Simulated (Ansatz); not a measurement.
An input meant for Na₄H₅ (charge 0, doublet).

```yaml
crystal:
  periodic: [false, false, false]
  atoms:
    - {symbol: Na, position_ang: [-5.907702, 1.234099, -1.422830]}
    - {symbol: Na, position_ang: [-0.551515, -2.082188, -0.847934]}
    - {symbol: Na, position_ang: [5.313349, 2.294006, 2.379550]}
    - {symbol: Na, position_ang: [-0.470077, 4.351102, 1.273504]}
    - {symbol: H, position_ang: [4.068412, -3.610576, 0.083556]}
    - {symbol: H, position_ang: [-4.217980, -2.229048, -2.028478]}
    - {symbol: H, position_ang: [4.197794, -5.005860, -0.332452]}
    - {symbol: H, position_ang: [1.728554, 0.735746, 0.775735]}
    - {symbol: H, position_ang: [-4.160837, 4.312737, 0.119349]}
basis:
  gaussian: {orbitals: def2-SVPD, final_grid: {core_spheres: 8, valence_spheres: 7, degree: 23}}
magnetization: {spin_polarized: true, initial_magnetization: 1}
hamiltonian: {xc: {name: CAM-B3LYP}, dispersion: d3bjatm}
scf: {omitted_lower_state_checks: [starts]}
output: {forces: true}
```

```sh
$ ansatz run in.yaml --threads 4 --pin off --events-out ev --progress --plain --max-ram 3916MiB
```

Output, abridged:

```
Functional definition: CAM-B3LYP
  name "CAM-B3LYP"
  cite "Yanai, Tew & Handy, Chem. Phys. Lett. 393, 51 (2004) doi:10.1016/j.cplett.2004.06.011"
  cite "Iikura, Tsuneda, Yanai & Hirao, J. Chem. Phys. 115, 3540 (2001) doi:10.1063/1.1383587"
  cite "Becke, Phys. Rev. A 38, 3098 (1988) doi:10.1103/PhysRevA.38.3098"
  cite "Lee, Yang & Parr, Phys. Rev. B 37, 785 (1988) doi:10.1103/PhysRevB.37.785"
  cite "Vosko, Wilk & Nusair, Can. J. Phys. 58, 1200 (1980) doi:10.1139/p80-159"
  parameter alpha = 0.19
  parameter beta = 0.46
  parameter omega = 0.33/bohr
  parameter ac = 0.81
  # Exact exchange under (alpha + beta erf(omega r))/r, Becke's under what is left of 1/r.
  exchange = (1 - alpha - beta)*b88_x + beta*b88_x_sr(omega) + alpha*exact_x + beta*exact_x_lr(omega)
  correlation = (1 - ac)*vwn5_c + ac*lyp_c
these checks for a lower state are left out or cut short: starts
1034 factors; integrals over basis functions are off by at most 8.6e-4 eV
549 factors; integrals over basis functions are off by at most 7.1e-5 eV
mean field evaluation 1: about -17719.8604 eV, gradient 1.6e1 eV
mean field evaluation 2: about -17706.9083 eV, gradient 1.9e1 eV
mean field evaluation 4: about -17726.4003 eV, gradient 4.5e0 eV
mean field evaluation 8: about -17726.7355 eV, gradient 8.9e-1 eV
mean field evaluation 16: about -17726.7545 eV, gradient 3.3e-2 eV
mean field evaluation 32: about -17726.7559 eV, gradient 8.2e-3 eV
mean field -17726.75742501 eV, -651.4463197415 hartree, gradient 5.9e-7 eV, S^2 0.832810; 0 other end points of the search recorded, 0 dependent functions left out
the calculation of the forces begins
reference -17726.75763184 eV, -651.4463273422 hartree; 25, 24 occupied and 87, 88 virtual orbitals, 1034 factors
Total energy: -17726.98235946 eV, -651.4545859301 hartree
Atom 0 at    -5.907702     1.234099    -1.422830 Å, force     0.681057    -0.079188     0.184631 eV/Å
Atom 1 at    -0.551515    -2.082188    -0.847934 Å, force    -0.310388     0.484314     0.062106 eV/Å
Atom 2 at     5.313349     2.294006     2.379550 Å, force    -0.193237    -0.025328    -0.067419 eV/Å
Atom 3 at    -0.470077     4.351102     1.273504 Å, force    -0.368783    -0.502216    -0.277911 eV/Å
Atom 4 at     4.068412    -3.610576     0.083556 Å, force     0.374678    -4.200683    -1.257060 eV/Å
Atom 5 at    -4.217980    -2.229048    -2.028478 Å, force     0.319425     0.550193     0.277817 eV/Å
Atom 6 at     4.197794    -5.005860    -0.332452 Å, force    -0.401924     4.222206     1.255640 eV/Å
Atom 7 at     1.728554     0.735746     0.775735 Å, force    -0.407062    -0.013173    -0.130682 eV/Å
Atom 8 at    -4.160837     4.312737     0.119349 Å, force     0.306233    -0.436126    -0.047123 eV/Å
Dipole moment:    -0.545527     0.208997    -0.099545 e Å
Checks for a lower state left out: starts
```

Task: Something in this input is off. What?

Result: The coordinates are in bohr but typed as ångström. The calculation finished and met its thresholds. The result belongs to that input, not to the species as meant. The geometry of the charge 0 doublet is only loosely relaxed.
